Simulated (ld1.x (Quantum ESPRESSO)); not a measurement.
Configuration tests for chromium (TM)

ld1.x (Quantum ESPRESSO) 7.5 input, shortened:

```
&input
   title='Cr', zed=24., rel=1, dft='PZ', iswitch=3,
   config='[Ar] 3d5 4s0 4p1'
 /
 &inputp
   pseudotype=2, tm=.true., lloc=0,
   nlcc=.true.
 /
3
4P  2  1   1.00   0.00  3.80  3.80  0.0
3D  3  2   5.00   0.00  2.00  2.00  0.0
4S  1  0   0.00   0.00  2.85  2.85  0.0
 &test
   configts(1)='3d5 4s0 4p1'
 /
```

Energies are relative to the spin-unpolarised reference configuration 3d5 4s0 4p1; without spin polarisation the order of configurations can differ from experiment. Spin-polarised rows fill each open shell by Hund’s rule, majority spin first. Not all tests gave a result: 1 of 9 tests not solved or not reliable.

```csv
valence configuration,charge,ΔE all-electron (eV),error AE − PS (meV)
3d5 4s1 4p0,0,-3.204,+0.2
3d5 4s0 4p0,+1,3.937,-6.3
3d5 4s0.5 4p0,+0.5,-0.385,-0.7
3d6 4s0 4p0,0,-1.479,-72
3d2 4s0 4p0,+4,99.935,-2550
3d4 4s1 4p1,0,0.409,-177
3d5 4s0 4p1 (spin-polarised),0,-4.724,+648
```

What are ΔE and the potential's error for 3d4 4s0 4p0?

ΔE = 20.280 eV all-electron; the error (AE − PS) is -209 meV.
